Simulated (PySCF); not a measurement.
## Two-dimensional NMR puzzle

Compound of formula C₂H₈O₃Si₃. Correlations simulated from computed shifts and the bond graph:

HSQC (one-bond C–H):
```csv
δH,δC
1.87,97.7
```

COSY cross peaks (H two or three bonds apart, from the bond graph; peaks can be absent where the dihedral angle is near 90°):
```csv
δH,δH
5.51,5.15
```

HMBC (two and three bonds, from the bond graph):
```csv
δH,δC
5.51,92.3
5.15,92.3
1.87,92.3
```

Carbons without hydrogens: δ 92.3.

[PySCF: GIAO PBE0/pcSseg-1 shieldings; geometry from GFN2-xTB; no solvent model; relativity neglected; a single conformation; one averaged value for each set of equivalent atoms]

Scale: 1H and 13C vs TMS (reference shieldings calculated alike).

Exchangeable hydrogens are left out of these lists.

Question: Work out the connectivity.

Answer: `C#C[Si@@](O)(O[SiH3])[SiH2]O`.

Mapped SMILES: `[CH:1]#[C:2][Si@@:3]([OH:4])([O:5][SiH3:6])[SiH2:7][OH:8]`. Each H is labelled by its parent atom. Ha(Si7) is pro-R; Hb(Si7) is pro-S.

- δC 97.7 is C1, a terminal alkyne carbon (δH 1.87).
- δC 92.3 is C2, an alkyne carbon.
- HMBC from δH 5.51 reaches the proton-free carbon C2.
- HMBC from δH 5.15 reaches the proton-free carbon C2.
- HMBC from δH 1.87 reaches the proton-free carbon C2.
- COSY links 5.51–5.15.

The shifts were computed for this structure.

OH and NH positions are those of a molecule without intermolecular hydrogen bonds; in solution they move with solvent, concentration and temperature, and exchange usually removes their couplings. Shifts are as computed. Against solution values, carbons near 30 ppm lie about +3 ppm off and those near 130 ppm about +5 ppm. Of 1211 compounds with measured shifts, 218 miss one by over three times the rms of a fit or turn the order of signals round; such compounds aren't used in these exercises.
